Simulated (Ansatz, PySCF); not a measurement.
Molecule: silicon monosulfide, SiS (charge 0, singlet). 
Coordinates optimised at B3LYP-D3(BJ)/def2-TZVP (Ansatz, a quantum-chemistry and plane-wave program):
SMILES: [Si]=S
```xyz
2

Si     0.0000     0.0000    -1.0336
S      0.0000     0.0000     0.9044
```
Charge 0, spin multiplicity 1.

Total electronic energies in hartree. Valence correlation only, unless marked. No spin-orbit coupling. Non-relativistic. FCI takes restricted orbitals. CBS marks a two-point X^-3 extrapolation of the correlation energy; Hartree-Fock from the larger set (for Q and 5 zeta extrapolated as (X+1)exp(-9√X)).

```csv
level,program,energy (Eh)
HF/aug-cc-pV(D+d)Z,Ansatz,-686.49051
MN15/def2-TZVPD,PySCF,-687.49503
MP2/def2-QZVPPD,Ansatz,-686.79818
"RI-MP2/CBS(aug-cc-pV(T+d)Z,aug-cc-pV(Q+d)Z)",Ansatz,-686.8129
"RI-MP2/CBS(def2-TZVPP,def2-QZVPP)",Ansatz,-686.8141
SCS-MP2/STO-3G,Ansatz,-678.83496
SCS-MP2/6-31G*,Ansatz,-686.63186
SCS-MP2/aug-cc-pV(Q+d)Z,Ansatz,-686.79961
SCS-MP2/def2-QZVPPD,Ansatz,-686.79865
CCSD/cc-pV(D+d)Z,Ansatz,-686.71564
CCSD/def2-TZVPPD,Ansatz,-686.78001
CCSD(T)/def2-SVP,Ansatz,-686.49208
FCI/STO-3G,Ansatz,-678.84892
FCI/6-31G,Ansatz,-686.50092
"CCSD(T)/CBS(cc-pV(Q+d)Z,cc-pV(5+d)Z)",Ansatz,-686.8499
```

Totals of different functionals don't rank their quality; only differences between species are comparable.
